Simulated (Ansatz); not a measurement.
`F[Si](F)(F)S` + `F[B](F)[AlH2]` → `FB(F)[Si](F)(F)F` + `[AlH2][SH]`  (redistribution)

Isolated molecules relaxed with PBE0-D4/def2-TZVP in Ansatz; ΔE leaves out vibrations. CCSD(T)/CBS is the MP2 limit (def2-TZVPP, def2-QZVPP) plus CCSD(T) − MP2 in def2-TZVPP, frozen cores. This one scheme is used for every species. DFT in def2-TZVPP. Each species was taken in one conformer, which may not be the lowest.

```csv
species,BLYP energy (Eh)
`F[Si](F)(F)S`,-988.19288
`F[B](F)[AlH2]`,-468.33652
`FB(F)[Si](F)(F)F`,-814.08776
`[AlH2][SH]`,-642.46713
```

Task: Work out ΔE.

Result: ΔE = (-814.08776) + (-642.46713) − (-988.19288) − (-468.33652) = -0.02549 Eh = -0.69 eV. CCSD(T)/CBS gives -0.66 eV.

Largest T1 diagnostic among the species: 0.014.

At CCSD(T), def2-SVP lies −0.09 eV from the extrapolated value and def2-TZVPP −0.01 eV. Leaving LDA and LC-ωPBE aside and taking each functional with its dispersion term where it has one, the values, not all of them listed here, spread over 0.07 eV, from B97M-V to revPBE-D4.
